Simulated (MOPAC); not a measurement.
MOPAC input (PM3):

```
PM3 PRECISE GNORM=0.05 LET XYZ CHARGE=1 GEO-OK AUX(PRECISION=9) THREADS=1
ClMg

Mg   -0.00000000 1   -0.00000000 1   -1.24137164 1
Cl    0.00000000 1    0.00000000 1    0.87626233 1
```

Task: What heat of formation does the run end on?

Result: 163.44 kcal/mol.
